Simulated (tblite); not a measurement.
A structure optimised at GFN2-xTB (Å):
```
C 
C   1  1.3293
C   2  1.4513  1  125.83
C   3  1.5066  2  121.57  1     7.41
C   4  1.5297  3  111.64  2    74.07
N   3  1.2728  2  116.21  1  -174.37
N   6  1.2551  3  136.68  2   165.10
C   7  1.2699  6  132.17  3   113.45
C   8  1.5048  7  124.86  6   -11.82
F   9  1.3491  8  113.01  7    74.63
F   9  1.3399  8  111.60  7  -165.29
F   9  1.3485  8  112.82  7   -45.14
H   1  1.0762  2  121.13  3   179.61
H   1  1.0763  2  122.88  3     0.17
H   2  1.0818  1  119.99  3  -179.21
H   4  1.0916  3  108.98  2   -47.39
H   4  1.0927  3  108.64  2  -165.09
H   5  1.0867  4  110.74  3   -59.58
H   5  1.0873  4  109.91  3  -179.74
H   5  1.0865  4  110.54  3    60.57
H   8  1.0768  7  118.67  6   167.20
```
Z-matrix in Å and degrees, rows numbered from 1.

Charge 0, singlet.

(1) Which heavy atoms are bonded, and with what formal order?

(2) Write the SMILES.

(3) Name the point group.

(4) Classify the heavy atoms.

(5) What is the arrangement about C8?

(6) What is the arrangement about C5?

## Answers

(1) C1–C2 (double); C2–C3 (single); C3–C4 (single); C4–C5 (single); C3–N6 (double); N6–N7 (single); N7–C8 (double); C8–C9 (single); C9–F10 (single); C9–F11 (single); C9–F12 (single). Hydrogens: H13, H14 on C1; H15 on C2; H16, H17 on C4; H18, H19, H20 on C5; H21 on C8.

(2) `C=C/C(CC)=N/N=C\C(F)(F)F`, C7H9F3N2. Among its features: C=C double bond, CF3 group and C–F bond.

(3) C1 (no symmetry element, even within 0.4 Å).

(4) C1: terminal =CH2 carbon; C2: alkene CH carbon; C3: C=N carbon; C4: chain CH2 carbon; C5: methyl carbon; N6: C=N nitrogen; N7: C=N nitrogen; C8: C=N carbon; C9: CF3 carbon; F10/F11/F12: fluorine of a CF3 group.

(5) It has 3 neighbours (N7, C9, H21) and is planar (angles 124.9°, 118.7° and 116.5°, sum 360.0°, 0.01 Å off the plane of its three neighbours).

(6) It has 4 neighbours (C4, H18, H19, H20) and is tetrahedral (angles from 108.4° to 110.7°).

The numbers are calculated, not measured.
